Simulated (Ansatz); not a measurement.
Reaction (ligand exchange at a Ge–C bond): `F[SiH](Cl)C#[C][GeH3]` + `OC(O)O` → `OC(O)[O][GeH3]` + `C#C[SiH](F)Cl`

Gas-phase electronic energies from Ansatz, PBE0-D4/def2-TZVP geometries. CBS: MP2 limit from def2 TZ/QZ plus the TZ coupled-cluster correction, frozen cores. DFT in def2-TZVPP. B3LYP here is the variant with VWN-RPA as its local correlation; programs differ in this. For Ge outer-core shells are correlated without core-valence functions, which leaves a few kJ/mol of doubt a bond. Scalar relativity is left out up to krypton. Each species was taken in one conformer, which may not be the lowest.

(1) Is it downhill or uphill in electronic energy at CCSD(T)/CBS, and by how much? (Estimate.)

(2) What do these levels give: PBE-D4, r2SCAN-D4, PBE0-D4, PBE, B3LYP, CCSD(T)/def2-TZVPP? (Best estimate.)

Largest T1 diagnostic among the species: 0.012.

Answers

(1) Ansatz gave: Downhill: ΔE = -1.7 kcal/mol.

(2) Ansatz gave: PBE-D4 -0.7, r2SCAN-D4 -2.0, PBE0-D4 -0.5, PBE -0.3, B3LYP -1.8, CCSD(T)/def2-TZVPP -1.6 kcal/mol.

In def2-TZVPP, CCSD(T) changes the Hartree–Fock value by +1.5 kcal/mol (the triples alone add +0.1 kcal/mol) and MP2 by +1.8 kcal/mol.
